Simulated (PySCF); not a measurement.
Atomic charges by several schemes

Species: C7H9NOSi.
Geometry (GFN2-xTB, Å), atoms numbered from 1 in this order:
```
atom  x, y, z in Å
C1    -3.469    0.264   -0.940
C2    -2.198    0.084   -0.613
C3    -0.934    0.780   -0.874
C4    -0.209   -0.116   -0.143
C5     1.205   -0.234    0.169
O6     1.635   -1.115    0.898
Si7    2.410    1.030   -0.633
N8     3.866    0.717    0.203
C9    -1.422   -0.911    0.189
C10   -1.687   -2.004    0.879
H11   -4.236   -0.413   -0.605
H12   -3.782    1.094   -1.551
H13   -0.690    1.668   -1.427
H14    2.404    0.790   -2.084
H15    1.977    2.402   -0.358
H16    4.756    1.074   -0.098
H17    3.960   -0.164    0.685
H18   -0.903   -2.548    1.376
H19   -2.690   -2.387    0.966
```

Density: PBE0/pcSseg-1 (PySCF); schemes: Mulliken, IAO, Hirshfeld and ESP-fitted. Geometry: GFN2-xTB, one conformer, isolated molecule.

Question: What partial charge does each atom carry?

Answer: In e:

```
atom                      environment  Mulliken     IAO  Hirshfeld  ESP-fitted
  C1             terminal =CH2 carbon    -0.003  -0.318     -0.091      -0.608
  C2  fully substituted alkene carbon    -0.250  +0.016     -0.004      +0.302
  C3                 alkene CH carbon    -0.032  -0.117     -0.010      -0.303
  C4  fully substituted alkene carbon    -0.062  -0.038     -0.008      -0.076
  C5                  carbonyl carbon    +0.054  +0.111     +0.065      +0.357
  O6                  carbonyl oxygen    -0.356  -0.395     -0.209      -0.400
 Si7                     SiH2 silicon    +0.708  +0.843     +0.351      +0.656
  N8           silicon-bound nitrogen    -0.620  -0.844     -0.319      -1.030
  C9  fully substituted alkene carbon    -0.198  +0.009     -0.009      +0.022
 C10             terminal =CH2 carbon    +0.015  -0.325     -0.099      -0.451
 H11                 vinylic hydrogen    +0.125  +0.163     +0.055      +0.232
 H12                 vinylic hydrogen    +0.120  +0.161     +0.053      +0.238
 H13                 vinylic hydrogen    +0.069  +0.165     +0.067      +0.200
 H14                    Si–H hydrogen    -0.104  -0.156     -0.090      -0.170
 H15                    Si–H hydrogen    -0.110  -0.147     -0.086      -0.138
 H16                     N–H hydrogen    +0.190  +0.265     +0.120      +0.416
 H17                     N–H hydrogen    +0.209  +0.276     +0.111      +0.357
 H18                 vinylic hydrogen    +0.130  +0.174     +0.052      +0.206
 H19                 vinylic hydrogen    +0.115  +0.156     +0.051      +0.191
```

Mean size of the charges over all atoms: ESP-fitted 0.334 e, IAO 0.246 e, Mulliken 0.183 e, Hirshfeld 0.097 e. Each set sums to the total charge, 0, to within 0.001 e. The Hirshfeld scheme divides the density at each point in proportion to the densities of the neutral, spherically averaged free atoms. The IAO scheme counts the electrons in orthogonalised intrinsic atomic orbitals, a minimal basis polarised so that it spans the occupied orbitals exactly.

Lowest charge. All schemes agree: Mulliken N8 (-0.620); IAO N8 (-0.844); Hirshfeld N8 (-0.319); ESP-fitted N8 (-1.030).

Highest charge. All schemes agree: Mulliken Si7 (+0.708); IAO Si7 (+0.843); Hirshfeld Si7 (+0.351); ESP-fitted Si7 (+0.656).

Question: Sum the charges by element, for elements with more than one atom.

Answer: 
```json
{"element": "C", "atoms": "7", "Mulliken": "-0.477", "IAO": "-0.661", "Hirshfeld": "-0.156", "ESP-fitted": "-0.757"}
{"element": "H", "atoms": "9", "Mulliken": "+0.744", "IAO": "+1.058", "Hirshfeld": "+0.334", "ESP-fitted": "+1.532"}
```

Question: How closely do the schemes follow one another over all atoms?

Answer: Correlation coefficient and root-mean-square difference: IAO with Hirshfeld 0.99, 0.203 e; IAO with ESP-fitted 0.94, 0.144 e; Mulliken with Hirshfeld 0.93, 0.144 e; Hirshfeld with ESP-fitted 0.90, 0.288 e; Mulliken with IAO 0.90, 0.152 e; Mulliken with ESP-fitted 0.75, 0.272 e.

Question: How many electrons does the ESP-fitted scheme count on C1?

Answer: Z − q = 6 − (-0.608) = 6.608.

The run behind these numbers computed NMR shieldings as well. The run took 79 s of wall time (grids of density and orbitals included) on Arm Neoverse V1, one thread, shared host with 32 logical CPUs at a one-minute load of 25, and the process peaked at 1.1 GiB of memory.
